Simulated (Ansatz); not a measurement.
Consider the isomerisation: `[NH2][GeH]([OH])[CH2]F` → `[CH3][Ge]([NH2])([OH])[F]`.

Computed with Ansatz on PBE0-D4/def2-TZVP structures; ΔE is electronic, products minus reactants. CBS: MP2 limit from def2 TZ/QZ plus the TZ coupled-cluster correction, frozen cores. Functionals use def2-TZVPP. B3LYP here is the variant with VWN-RPA as its local correlation; programs differ in this. For Ge outer-core shells are correlated without core-valence functions, which leaves a few kJ/mol of doubt a bond. Scalar relativity is left out up to krypton. One conformer a species, not always the lowest.

| level | ΔE (kJ/mol) | difference from CCSD(T)/CBS |
| --- | --- | --- |
| B3LYP-D4 | -198.9 | 10.0 |
| ωB97X-V | -201.4 | 7.5 |
| ωB97M-V | -203.1 | 5.8 |
| B2PLYP | -206.5 | 2.4 |
| r2SCAN | -205.7 | 3.2 |
| PBE0 | -199.1 | 9.8 |
| HF/def2-TZVPP | -210.6 | -1.7 |
| MP2/def2-TZVPP | -218.6 | -9.7 |
| SCS-MP2/def2-TZVPP | -212.8 | -3.9 |
| HF/CBS(def2) | -212.4 | -3.5 |
| CCSD(T)/CBS | -208.9 | 0 |

Largest T1 diagnostic among the species: 0.011.

From PBE to PBE0 (25 % exact exchange), in def2-TZVPP and without D4, ΔE moves by −6.9 kJ/mol.
